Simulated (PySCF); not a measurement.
Two species compared at the same levels of theory.

First species: C6H8O.
Bonds: C1–C2 (double), C2–C3, C3–C4 (triple), C4–C5, C2–C6, C6–O7. Hydrogens: H8, H9 on C1; H10, H11, H12 on C5; H13, H14 on C6; H15 on O7.

Second species: C₆H₈O.
Numbering: `[CH2:1]=[C:2]([CH:3]=[O:4])/[CH:5]=[CH:6]/[CH3:7]` (hydrogens: H8, H9 on C1; H10 on C3; H11 on C5; H12 on C6; H13, H14, H15 on C7)

Levels: PBE0/def2-SVPD for dipole moment, HOMO energy, LUMO energy, HOMO–LUMO gap, static isotropic polarisability and electronic spatial extent ⟨r²⟩ about the centre of nuclear charge; TDDFT PBE0/def2-SVPD for lowest singlet excitation; TDA PBE0/def2-SVPD for lowest triplet excitation (Tamm–Dancoff); GFN2-xTB for rotational constant A and rotational constant C. Geometries: GFN2-xTB. All species are isolated and taken at one optimised geometry, non-relativistic unless stated. Electronic properties by PySCF.

Dipoles, sizes and rotational constants follow the conformer. The torsions of the flexible species, by atom-mapped SMILES:
- `[CH2:1]=[C:2]([C:3]#[C:4][CH3:5])[CH2:6][OH:7]`: C1–C2–C6–O7 -12°, H–O7–C6–C2 -57°
- `[CH2:1]=[C:2]([CH:3]=[O:4])/[CH:5]=[CH:6]/[CH3:7]`: C1–C2–C3–O4 17°, C1–C2–C5–C6 -168°

Question: Which of the two has the higher LUMO energy, and by how much?

Answer: The first: -0.63 eV against -1.98 eV, a difference of 1.35 eV.

Question: Which has the higher rotational constant A?

Answer: The first: 7.111 GHz against 5.909 GHz, a difference of 1.202 GHz.

Question: Which has the higher S1 energy?

Answer: The first: 5.29 eV against 3.58 eV, a difference of 1.71 eV.

Question: Which has the higher rotational constant C?

Answer: The second: 1.149 GHz against 1.032 GHz, a difference of 0.117 GHz.

Question: Which of the two has the higher dipole moment, and by how much?

Answer: The second: 3.35 D against 2.15 D, a difference of 1.20 D.

Question: Which has the higher ⟨r²⟩?

Answer: The first: 1114 bohr² against 1008 bohr², a difference of 106 bohr².

Question: Which of the two has the higher HOMO energy, and by how much?

Answer: The first: -6.80 eV against -6.98 eV, a difference of 0.18 eV.

Question: Which of the two has the higher HOMO–LUMO gap, and by how much?

Answer: The first: 6.17 eV against 5.00 eV, a difference of 1.17 eV.

On the first: S1 lies 0.88 eV below the HOMO–LUMO gap; its leading configuration is HOMO−1→LUMO, weight 0.95. The dipole equals about 7.2 × 10⁻³⁰ C·m (1 D = 3.33564 × 10⁻³⁰ C·m).

On the second: The polarisability is 11.96 Å³ as a volume (1 au = 0.148185 Å³), or 1.55 au for each of the 52 electrons. The vertical singlet–triplet gap S1 − T1 is 0.88 eV (TDDFT singlet less Tamm–Dancoff triplet; S1: HOMO−1→LUMO, weight 0.87; T1: HOMO→LUMO, weight 0.87).
